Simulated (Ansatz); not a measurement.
Reaction (silylene loss): `F[CH](F)[GeH2][SiH3]` → `F[CH](F)[GeH3]` + `[SiH2]`

Isolated molecules relaxed with PBE0-D4/def2-TZVP in Ansatz; ΔE leaves out vibrations. CCSD(T)/CBS adds triple-zeta CCSD(T) − MP2 to the extrapolated MP2 energy (def2 sets, frozen cores). This one scheme is used for every species. DFT in def2-TZVPP. For Ge outer-core shells are correlated without core-valence functions, which leaves a few kJ/mol of doubt a bond. Scalar relativity is left out up to krypton. One conformer a species, not always the lowest.

```tsv
level	ΔE (eV)
r2SCAN-D4	2.89
PBE0	2.76
```

Question: What does CCSD(T)/CBS give? (Estimate.)

Answer: Ansatz gave: +2.66 eV. The listed levels differ from it by 0.23, 0.10 eV.

Largest T1 diagnostic among the species: 0.014.

In def2-TZVPP, CCSD(T) changes the Hartree–Fock value by +0.21 eV (the triples alone add +0.05 eV) and MP2 by +0.38 eV. From PBE to PBE0 (25 % exact exchange), in def2-TZVPP and without D4, ΔE moves by +0.07 eV.
